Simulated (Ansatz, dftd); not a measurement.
System: PO, charge 0, doublet. PO (SMILES [P]=O, doublet).
B3LYP-D3(BJ)/def2-TZVP minimum from Ansatz (a first-principles code):
```xyz
2

P      0.0000     0.0000    -0.5147
O      0.0000     0.0000     0.9651
```
Charge 0, spin multiplicity 2.

Quantity: atomisation energy (electronic, to ground-state atoms), in kcal/mol. UHF or UKS for unpaired electrons; spin-orbit terms are left out. Cores are frozen in correlated methods. Rows without X2C or -DK are non-relativistic. CBS(X,Y): correlation extrapolated as X^-3, Hartree-Fock from the larger set (Q,5: extrapolated as (X+1)exp(-9√X)). A bracket is a step between two methods taken in the basis named. The functionals are non-relativistic, so their misses hold any scalar relativity. '+ core + X2C': CCSD(T) terms for core correlation (cc-pwCVTZ, 1s frozen past Ne) and scalar relativity (cc-pVTZ-DK).

Compared with CCSD(T)/CBS(cc-pV(Q+d)Z,cc-pV(5+d)Z) + [CCSDT(Q) - CCSD(T)]/cc-pV(Q+d)Z + [CCSDTQ - CCSDT(Q)]/cc-pV(D+d)Z + core + X2C (Ansatz).

Problem. Rank these levels by how close they come to it, closest first: CCSD/CBS(cc-pV(Q+d)Z,cc-pV(5+d)Z) (Ansatz); PBE0/def2-TZVPD (Ansatz); PBE0-D4/def2-TZVPD (Ansatz + dftd4); r2SCAN-D4/def2-TZVPD (Ansatz + dftd4).

Solution. r2SCAN-D4/def2-TZVPD (142.2 kcal/mol, difference -1.1), PBE0-D4/def2-TZVPD (139.0 kcal/mol, difference -4.3), PBE0/def2-TZVPD (138.7 kcal/mol, difference -4.6), CCSD/CBS(cc-pV(Q+d)Z,cc-pV(5+d)Z) (134.3 kcal/mol, difference -9.0)
